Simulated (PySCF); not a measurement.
Isomers of C2H4B2. Gas-phase values, no solvent. One relaxed conformer stands for each flexible species; it need not be the lowest. Strings in code marks are SMILES.

Calculation: PySCF with TPSSh-D3(BJ)/def2-TZVP // CAM-B3LYP-D3(BJ)/def2-TZVP. All candidates: neutral, multiplicity 1. Delta-SCF ions had no search for a lower state. Excitations are Tamm–Dancoff values on a coarser integration grid. The basis has no diffuse functions, so Rydberg states are missing or too high.

```yaml
vertical ionisation energy (Delta-SCF): 10.32 eV
HOMO: -7.38 eV
S1 excitation (TDA): 5.22 eV
```

Name which member has these values.
(A) `C=BB=C`
(B) `BC#CB`
(C) `[H]/B=C/C=B/[H]`
(D) `BB1C=C1`

D, `BB1C=C1`. The others give `BC#CB`: 10.62 eV, -7.99 eV, 4.44 eV; `C=BB=C`: 8.96 eV, -6.53 eV, 3.31 eV; `[H]/B=C/C=B/[H]`: 7.33 eV, -4.82 eV, 2.31 eV
